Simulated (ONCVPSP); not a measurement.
Ta (Z = 73), ONCV: configuration errors across variants

ONCVPSP 4.0.1 input, shortened (lines: element, Z, core and valence counts, functional; n l f; lmax; l rc ep ncon nbas qcut; lloc lpopt rc5 dvloc0; l nproj debl; icmod fcfact rcfact), LDA (Perdew-Zunger), fully relativistic:

```
  Ta 73.00   10    5        3      upf
    1    0    2.00
    2    0    2.00
    2    1    6.00
    3    0    2.00
    3    1    6.00
    3    2   10.00
    4    0    2.00
    4    1    6.00
    4    2   10.00
    4    3   14.00
    5    0    2.00
    5    1    6.00
    5    2    3.00
    6    0    1.50
    6    1    0.50
    2
    0    1.80    0.00    3    6    8.60
    1    2.00    0.00    4    9    8.80
    2    2.60    0.00    5   10    6.60
    4    5    1.20    1.00
    0    2    0.50
    1    2    2.60
    2    2    3.80
    2    0.25    1.10
```

Open shells are filled in proportion to 2j + 1.

All-electron excitation energies from the reference (eV): (1) 5s2 5p6 5d3 6s2 6p0 -2.080; (2) 5s2 5p6 5d3 6s1 6p0 6.624; (3) 5s2 5p6 5d3 6s0 6p0 21.932; (4) 5s2 5p6 5d3.5 6s1.5 6p0 -1.098.

2 further variants failed, have other tests or too few solved ones, and are left out.

A true bound ghost makes a file unfit for plane-wave use even where its test errors are small: the radial tests pick states by their node count and pass the ghost by.

Errors AE − PS in meV (a dash: test not solved or not reliable):

| change | (1) | (2) | (3) | (4) | bound ghosts | GHOST(+) flags above zero |
| --- | --- | --- | --- | --- | --- | --- |
| base | 0.0 | +0.4 | +3.0 | -0.5 | none | s |
| s: qcut 5.6; p: qcut 5.8; d: qcut 4.3 | -0.2 | +0.4 | -0.9 | +1.0 | none | s |
| s: qcut 6.6; p: qcut 6.7; d: qcut 5.1 | -0.1 | +0.3 | +1.0 | +0.1 | none | s |
| s: qcut 7.3; p: qcut 7.5; d: qcut 5.6 | 0.0 | +0.4 | +2.2 | -0.4 | d5/2 | s, d3/2 |
| s: qcut 8.8; p: qcut 9; d: qcut 6.8 | 0.0 | +0.4 | +3.2 | -0.5 | none | s |
| s: qcut 9.5; p: qcut 9.7; d: qcut 7.3 | 0.0 | +0.4 | +3.4 | -0.5 | none | s |

Task: Give the same row for: s: qcut 11.4; p: qcut 11.6; d: qcut 8.7.

Result: +0.1, +0.6, +5.6, -0.3; bound ghosts: p3/2, p1/2; GHOST(+) flags above zero: s.
